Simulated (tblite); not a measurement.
Compound: C2H10O2Si2.
Z-matrix (Å and degrees, GFN2-xTB geometry), rows numbered from 1:
```
O 
Si  1  1.6181
O   2  1.6244  1  104.45
C   3  1.3963  2  129.04  1   175.49
C   4  1.5194  3  113.19  2    61.94
Si  5  1.8993  4  112.80  3   176.30
H   1  0.9540  2  119.57  3   -23.19
H   2  1.4654  1  111.16  3   118.57
H   2  1.4586  1  105.09  3  -120.26
H   4  1.0960  3  106.27  2  -176.97
H   4  1.0975  3  109.15  2   -60.50
H   5  1.0911  4  108.29  3    53.74
H   5  1.0914  4  108.21  3   -61.35
H   6  1.4645  5  109.70  4   -59.62
H   6  1.4648  5  109.66  4    60.29
H   6  1.4633  5  108.62  4  -179.65
```

Computed values, GFN2-xTB/tblite, gas phase, harmonic and unscaled. Errors from tens to a few hundred cm⁻¹ against measured bands are possible. Modes of hydrogen on silicon can be 10 to 20 % off. One conformer, not necessarily the lowest.

Harmonic wavenumbers (cm⁻¹): 37.1, 56.0, 85.1, 116.6, 137.7, 187.4, 202.6, 257.9, 429.6, 514.6, 540.3, 581.6, 610.4, 735.7, 742.4, 765.0, 773.0, 781.6, 788.5, 803.3, 829.1, 847.1, 924.7, 942.6, 1063.9, 1141.3, 1186.9, 1239.0, 1287.0, 1357.6, 1485.1, 1489.1, 2215.1, 2258.1, 2263.3, 2272.0, 2289.6, 2889.7, 2926.8, 2973.1, 2988.7, 3667.7.

A = 9687, B = 743.3, C = 721.2 MHz; mass 122.022 u (most abundant isotopes); point group C1, symmetry number 1.

What is the zero-point energy?

½Σν̃ = 24842 cm⁻¹ = 297.18 kJ/mol.

What is S at 500 K and 1 bar for an ideal gas of classical rigid rotors and harmonic oscillators?

Translation 179.52, rotation 125.76, vibration 210.69: S = 516.0 J/(mol K).

And Cp and H(500 K) − H(0)?

Cp = 219.40 J/(mol K), of which vibrations give 186.14 (their classical limit is 42 R = 349.2); H(500 K) − H(0) = 67.77 kJ/mol without the zero-point energy, 51.14 from vibrations.

How do the functions run with temperature in this model?

```tsv
T (K)	S (J/(mol K))	Cp (J/(mol K))	H − H(0) (kJ/mol)	G − H(0) (kJ/mol)	ln q(vib)
150	333.6	99.3	10.45	-39.58	3.84
250	393.1	137.8	22.26	-76.01	6.62
298.15	419.0	156.7	29.36	-95.56	7.90
400	470.1	191.8	47.16	-140.88	10.53
600	558.0	241.7	90.86	-243.94	15.45
900	665.7	288.6	171.01	-428.11	22.14
```

q(vib) and H(0) count from the zero-point level.

What must be added to the electronic energy to get the Gibbs energy at 500 K and 1 bar?

ZPE + [H(500 K) − H(0)] − T·S = 297.18 + 67.77 − 257.99 = 106.96 kJ/mol.

Hindered rotation and anharmonicity are outside this model. Other conformers, if any are populated, would add a mixing term that is left out. The structure is chiral; the term R ln 2 for an equal mix with its mirror image is left out.
